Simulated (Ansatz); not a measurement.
`N#[C][GeH2][C]#N` at its PBE0-D4/def2-TZVP geometry, where that method's forces vanish. Charge 0, multiplicity 1.

```json
{"atom": "N1", "x (Å)": "-0.264", "y (Å)": "0.583", "z (Å)": "-2.670"}
{"atom": "C2", "x (Å)": "-0.297", "y (Å)": "0.222", "z (Å)": "-1.578"}
{"atom": "Ge3", "x (Å)": "-0.395", "y (Å)": "-0.411", "z (Å)": "0.225"}
{"atom": "C4", "x (Å)": "0.990", "y (Å)": "0.499", "z (Å)": "1.183"}
{"atom": "N5", "x (Å)": "1.813", "y (Å)": "1.029", "z (Å)": "1.787"}
{"atom": "H6", "x (Å)": "-1.743", "y (Å)": "-0.015", "z (Å)": "0.814"}
{"atom": "H7", "x (Å)": "-0.105", "y (Å)": "-1.906", "z (Å)": "0.239"}
```

Question: For each bond, give half the difference of the two atoms' forces along it (eV/Å; positive pushes the atoms apart) under PBE-D4, r2SCAN-D4, B3LYP-D4, ωB97M-V in def2-TZVPP. (Estimate.)

Answer: Ansatz gave: 
```csv
bond,length (Å),PBE-D4,r2SCAN-D4,B3LYP-D4,ωB97M-V
N1–C2,1.151,1.49,0.58,-0.02,-0.28
C2–Ge3,1.914,-0.70,-0.29,0.10,0.23
Ge3–C4,1.914,-0.70,-0.29,0.10,0.23
Ge3–H6,1.523,0.08,-0.04,-0.05,-0.14
Ge3–H7,1.523,0.08,-0.04,-0.05,-0.14
C4–N5,1.151,1.49,0.58,-0.02,-0.28
```

B3LYP here is the variant with VWN-RPA as its local correlation; programs differ in this.
